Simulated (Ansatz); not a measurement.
HOSi (SMILES O=[SiH]) moved off its minimum; all values from Ansatz (a quantum-chemistry and plane-wave program), cores frozen in correlated methods. Open shells are unrestricted.
(charge 0, multiplicity 2)
```xyz
3

O      0.8230    -0.3803    -0.1870
Si    -0.3969     0.2546    -0.2479
H     -1.5717    -0.5356    -0.0135
```

Give the forces (eV/Å), the total energy and the dipole at CCSD(T)/aug-cc-pV(T+d)Z.


```csv
atom,Fx,Fy,Fz
O1,11.844,-5.900,0.535
Si2,-10.405,6.592,-0.765
H3,-1.439,-0.692,0.230
```
Energy -364.7108 hartree, dipole 2.97 D.
